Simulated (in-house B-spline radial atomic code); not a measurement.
RPA and G0W0 on PBE0: F²⁺

Configuration [He] 2s2 2p3, highest spin, mean-field start PBE0. Computed with a B-spline radial code for spherical atoms: all electrons, non-relativistic, point nucleus, each spin shell either full or empty, empty states to l = 9 with an (l + 1/2)⁻⁴ tail; G0W0 by contour deformation at full frequency.

Command:
```bash
python run_gw.py task.json out
```
Settings (radii: box in bohr, nucleus in fm):
```
Z                        9
electrons                7
configuration            [He] 2s2 2p3
hamiltonian              nr
method                   pbe0
lmax                     9
spin_polarised           True
box_radius               17.55
intervals                47
```

Cost of the run: 0.7 s on 1 thread of Arm Neoverse V2 (shared host).

Energies (hartree):

| term | value |
| --- | --- |
| mean-field total | -97.74520 |
| Hartree-Fock functional on these orbitals | -97.61136 |
| direct second order | -0.38774 |
| second-order exchange | 0.18037 |
| SOSEX correction | 0.16143 |

(1) What is the RPA correlation energy, and what remains with SOSEX?

Quasi-particle levels (eV):

| level | occupied | mean field | Σx - vxc | Σc | QP weight | G0W0 |
| --- | --- | --- | --- | --- | --- | --- |
| 2p up | yes | -54.82 | -9.08 | ? | ? | ? |
| 2s down | yes | -65.55 | -5.38 | -1.76 | 0.948 | -72.70 |
| 2p down | no | -41.35 | 10.21 | -3.92 | 0.952 | -35.05 |

G0W0 = mean field + (Σx - vxc) + Σc, with Σc (partial-wave tail included) taken at the quasi-particle energy. Levels of low weight are left out.

(2) Where does G0W0 put 2p up?

Results:

(1) RPA gives -0.34074 hartree (-1.32 eV per electron); RPA + SOSEX gives -0.17931, and the second-order doubles -0.20737 hartree (no singles). SOSEX takes back 47 % of the RPA value.

(2) At -62.54 eV, with Σc = 1.36 eV and a quasi-particle weight of 0.942. The tabulated removal energy is 62.708 eV (NIST, semi-empirical).
